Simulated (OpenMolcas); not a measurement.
S V: effect of the active space

* Program: OpenMolcas 26.06
* Method: SS-CASPT2 or its RAS form, IPEA 0.25 Eh, imaginary shift 0.1 Eh
* Basis: ANO-RCC-VQZP
* Scalar Hamiltonian: DKH2, point nucleus
* Spin-orbit coupling: state interaction with AMFI integrals over the reference wave functions, term energies averaged over their components

A. 2 electrons in 4 orbitals (3s 3p); 2S+1 = 3 even, 3 roots; 2S+1 = 1 even, 7 roots; 2S+1 = 3 odd, 3 roots; 2S+1 = 1 odd, 3 roots; closed shells correlated: 2s 2p; CASPT2 step of the order of 1.9 core-seconds
B. 2 electrons in 8 orbitals (3s 3p 4s 4p); 2S+1 = 3 even, 3 roots; 2S+1 = 1 even, 7 roots; 2S+1 = 3 odd, 3 roots; 2S+1 = 1 odd, 3 roots; closed shells correlated: 2s 2p; CASPT2 step roughly 4 core-seconds
C. 2 electrons in 9 orbitals (RAS2 3s 3p; RAS3 3d, at most 2 electrons); 2S+1 = 3 even, 3 roots; 2S+1 = 1 even, 7 roots; 2S+1 = 3 odd, 3 roots; 2S+1 = 1 odd, 3 roots; closed shells correlated: 2s 2p; CASPT2 step of the order of 6 core-seconds

Energies in cm-1 above 3s2 1S0, the measured ground level; measured values from NIST levels in Podobedova, Kelleher and Wiese, J. Phys. Chem. Ref. Data 38, 171 (2009); Martin, Zalubas and Musgrove, J. Phys. Chem. Ref. Data 19, 821 (1990).

| Level | A | B | C | Measured |
| --- | --- | --- | --- | --- |
| 3s2 1S0 | 0.0 | 0.0 | 0.0 | 0.0 |
| 3s 3p 3P* 0 | 82583 | 82603 | 82414 | 83024 |
| 3s 3p 3P* 1 | 82912 | 82932 | 82741 | 83394 |
| 3s 3p 3P* 2 | 83584 | 83604 | 83409 | 84155 |
| 3s 3p 1P* 1 | 130007 | 129757 | 128304 | 127151 |
| 3p2 3P0 | 200698 | 200616 | 200285 | 199967 |
| 3p2 3P1 | 201047 | 200964 | 200631 | 200371 |
| 3p2 3P2 [52 %] | 201549 | 201173 | 201306 |  |
| 3p2 1D2 [52 %] | 203086 | 202097 | 194730 |  |

Deviations, from unrounded energies. A percentage is the sum of absolute deviations over the sum of measured energies, with the sign that they share, or ± where signs differ.

| Against measurement | Levels | A | B | C |
| --- | --- | --- | --- | --- |
| mean absolute deviation (cm-1) | 6 | 960 | 880 | 620 |
| other configurations (%) | 6 | ±0.7 | ±0.7 | ±0.5 |

C lies closest to measurement on these levels and A furthest from it. The largest miss of C in the table is 3s 3p 1P* 1, by +1200 cm-1. The ranking rests on the paired levels alone, and a cruder setting can come out closer through cancelling errors.

Among A to C the level of the table that moves most is 3p2 1D2 [52 %], by 8400 cm-1 (lowest in C, highest in A).

Over all roots computed the reference weight is 0.92 to 1.00 in A, 0.91 to 1.00 in B; the roots of lowest weight are the least certain, and an intruder state may touch them. Some levels mix across a computed gap that differs much from the measured one, so their mixing is not that of the real levels (holds for A). The ¹D term of p² mixes with s d, which this space lacks (holds for A; B). Active for correlation alone: 4p 4s; no level in the range computed is led by a configuration that fills them, so any true level of that kind is missing (holds for B). Active for correlation alone: 3d; no level in the range computed is led by a configuration that fills it, so any true level of that kind is missing (holds for C). Some terms mix strongly with configurations of 3d, whose occupation reaches 0.23 (3p2 1D) (holds for C). Computed and measured levels are paired by configuration, term and J; levels that our copy of the source lacks, or whose pairing is in doubt (as where it misses far off the trend of its configuration), stay unpaired and out of the deviations. Levels of configurations outside the active space are missing. The table leaves out levels that lie high or whose names do not pair safely across all columns.

A share in square brackets marks a mixed level and gives the weight of the term that names it, the lowest over the columns. * marks odd parity.
